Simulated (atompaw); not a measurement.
# What one change does to a pseudopotential (bromine (Br), PAW (atompaw))

atompaw 4.2.0.5 input, output lines left out:

```
Br 35
GGA-PBE scalarrelativistic loggrid 1500 logderivrange -3 5 201
4 4 3 0 0 0
4 0 1.75
4 1 5.25
0 0 0
c
c
c
v
c
c
v
c
2
1.70 1.55 1.70 1.45
y
-0.1
n
y
1.65
n
y
0.1
y
2.05
n
custom polynom2 7 10 vanderbiltortho besselshape
bessel
1.40
1.70
1.70
1.70
1.70
1.70
```

Change: all radii scaled by about 1.15 (s 1.62, p 1.96, d 1.96 bohr); local potential bessel scheme, radius 1.96 bohr; augmentation besselshape compensation charge, radius 1.80 bohr; PAW radius 1.96 bohr; waves and projectors: custom polynom2 7 10 vanderbiltortho; core correction smooth core density matched at 1.68 bohr.

Cutoffs: the cutoffs (Ry, on a coarse ladder) from which the occupation-weighted sum of valence levels, in a spherical-Bessel basis at the reference potential, stays within 10 and 1 mRy of its value at 400 Ry; they do not see the model core or the augmentation charge, which bear on the density cutoff.

Task: What does the change do?

Result: The potential gets softer (18 Ry and 25 Ry → 15 Ry and 21 Ry); the bound ghost in d disappears. A larger radius leaves more room for a smooth pseudo-wave, so fewer plane waves are needed.

| quantity | base | changed |
| --- | --- | --- |
| cutoff, loose | 18 Ry | 15 Ry |
| cutoff, tight | 25 Ry | 21 Ry |
| loose cutoff by channel (10 mRy a level) | s 15 Ry, p 10 Ry | s 6 Ry, p 10 Ry |
| bound ghosts | d | none |
| lowest overlap eigenvalue by channel | s 0.06, p 0.55, d 0.96 | s 0.08, p 0.52, d 0.96 |

 A true bound ghost makes a file unfit for plane-wave use even where its test errors are small: the radial tests pick states by their node count and pass the ghost by. The cutoffs see the waves, projectors and local potential, not the compensation charge or the core.
